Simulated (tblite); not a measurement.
Input of a run (GFN2-xTB geometry optimisation, gas phase (tblite 0.8.0)), started from a force field or distance geometry:
```
{"job": {"kind": "relax", "xc": "GFN2-xTB", "basis": "xTB"}, "charge": 1, "multiplicity": 1}
C     -2.961900    -0.869900     0.470000
C     -2.161100    -0.998100    -0.783600
C     -0.898500    -0.549300    -0.952500
P      0.029600     0.309100     0.236400
C     -0.380800     2.021600    -0.003600
C      1.724700     0.161900    -0.382800
C      2.514100    -1.054600     0.008200
C      2.850400     0.280700     0.625000
H     -2.448300    -0.321700     1.263500
H     -3.230300    -1.859900     0.860700
H     -3.904100    -0.338200     0.245500
H     -2.643900    -1.526100    -1.597000
H     -0.455700    -0.723600    -1.916500
H     -0.123300    -0.218100     1.544800
H     -1.429700     2.217400     0.247700
H      0.241600     2.656200     0.639400
H     -0.218300     2.323500    -1.048300
H      1.904600     0.564900    -1.369400
H      3.202900    -1.469100    -0.707800
H      2.034100    -1.796700     0.644200
H      3.756600     0.770800     0.312300
H      2.586800     0.438600     1.662900
```

Output (eV, eV/Å):
```
step      E/eV     max force
  0    -657.81237    2.505
  1    -657.91132    1.631
  2    -657.95910    0.673
  3    -657.99456    0.529
  4    -658.02072    0.417
  5    -658.03345    0.260
  6    -658.04179    0.191
  7    -658.04736    0.173
  8    -658.05405    0.187
  9    -658.06123    0.184
 10    -658.06745    0.184
 11    -658.07126    0.144
 12    -658.07387    0.125
 13    -658.07651    0.126
 14    -658.07931    0.164
 15    -658.08176    0.152
 16    -658.08356    0.098
 17    -658.08493    0.080
 18    -658.08623    0.081
 19    -658.08751    0.091
 20    -658.08866    0.088
 21    -658.08974    0.099
 22    -658.09086    0.078
 23    -658.09194    0.069
 24    -658.09279    0.059
 25    -658.09347    0.058
 26    -658.09416    0.060
 27    -658.09497    0.062
 28    -658.09577    0.063
 29    -658.09641    0.066
 30    -658.09691    0.066
 31    -658.09743    0.058
 32    -658.09797    0.065
 33    -658.09844    0.054
 34    -658.09884    0.048
 35    -658.09926    0.062
 36    -658.09970    0.067
 37    -658.10006    0.045
 38    -658.10026    0.025
 39    -658.10039    0.025
 40    -658.10052    0.027
 41    -658.10064    0.028
 42    -658.10074    0.022
 43    -658.10082    0.019
 44    -658.10091    0.026
 45    -658.10103    0.033
 46    -658.10116    0.028
 47    -658.10126    0.017
 48    -658.10132    0.014
 49    -658.10137    0.015
 50    -658.10141    0.016
 51    -658.10145    0.013
 52    -658.10148    0.012
 53    -658.10150    0.011
 54    -658.10154    0.016
 55    -658.10158    0.015
 56    -658.10161    0.012
 57    -658.10163    0.010
```

Summarise the run.

The energy falls by 27.9 kJ/mol over 57 L-BFGS steps, the largest force on an atom goes from 2.51 to 0.010 eV/Å, and the atoms move by 0.125 Å rms after alignment. The bond that changes most is C3–P4 (alkene CH carbon to phosphonium phosphorus), which lengthens by 0.052 Å. Bonds longer at the end by more than 0.005 Å: 4 of 22; shorter: 12. Among the angles that change most is C5–P4–H14, from 117.2° to 107.9°. Among the dihedrals that turn most is H13–C3–P4–C5, from 90° to 102°. The energy never rose by more than 1e-5 eV on the way. The first step brought 34 % of the lowering.

What are the final bond lengths?

C1–C2 1.477 Å, C2=C3 1.334 Å, C3–P4 1.787 Å, P4–C5 1.809 Å, P4–C6 1.792 Å, C6–C7 1.508 Å, C7–C8 1.489 Å, C6–C8 1.507 Å, C1–H9 1.090 Å, C1–H10 1.090 Å, C1–H11 1.090 Å, C2–H12 1.083 Å, C3–H13 1.083 Å, P4–H14 1.380 Å, C5–H15 1.090 Å, C5–H16 1.090 Å, C5–H17 1.091 Å, C6–H18 1.085 Å, C7–H19 1.079 Å, C7–H20 1.081 Å, C8–H21 1.079 Å, C8–H22 1.081 Å. Numbering counts from 1 in the input's order; the species is `C/C=C\[P@H+](C)C1CC1`.

Its GFN2-xTB frequencies are all real (lowest 40 cm⁻¹).

One conformer stands for the species.

All values are computed, not measured.
